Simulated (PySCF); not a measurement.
**Yb⁴²⁺ (ytterbium, charge +42) across methods**

[Ar] 3d10, closed-shell 1S. All numbers are calculated (PySCF 2.14, no relativity, point nucleus, in an uncontracted even-tempered set (17 s from 8.4 bohr⁻², ratio 2.5; 11 p from 11 bohr⁻², ratio 2.5; 8 d from 11 bohr⁻², ratio 2.5; 4 f from 48 bohr⁻², ratio 2.7; 3 g from 72 bohr⁻², ratio 2.7)).

```csv
method,E (hartree),mean ε 3s (eV),mean ε 3p (eV),mean ε 3d (eV),Σ⟨r²⟩ (bohr²),⟨S²⟩
r2SCAN,-12250.90,-3917.9,-3736.8,-3408.0,0.9406,0.000
PBE0,-12250.25,-3926.8,-3746.4,-3418.8,0.9410,0.000
M06-L,-12250.97,-3922.5,-3739.4,-3409.2,0.9396,0.000
LDA,-12242.11,-3899.9,-3723.8,-3401.6,0.9418,0.000
PBE,-12249.87,-3902.6,-3725.3,-3402.1,0.9414,0.000
UHF,-12249.74365,-3997.1,-3807.4,-3466.8,0.9401,0.000
```

Q: Estimate the same row for M06-2X.

A: E (hartree) = -12251.74; mean ε 3s (eV) = -3942.3; mean ε 3p (eV) = -3764.3; mean ε 3d (eV) = -3436.7; Σ⟨r²⟩ (bohr²) = 0.9404; ⟨S²⟩ = 0.000.

A non-relativistic calculation at this Z misses sizeable relativistic shifts. Spin-orbit coupling, which splits the p, d and f shells strongly at this Z, is absent.
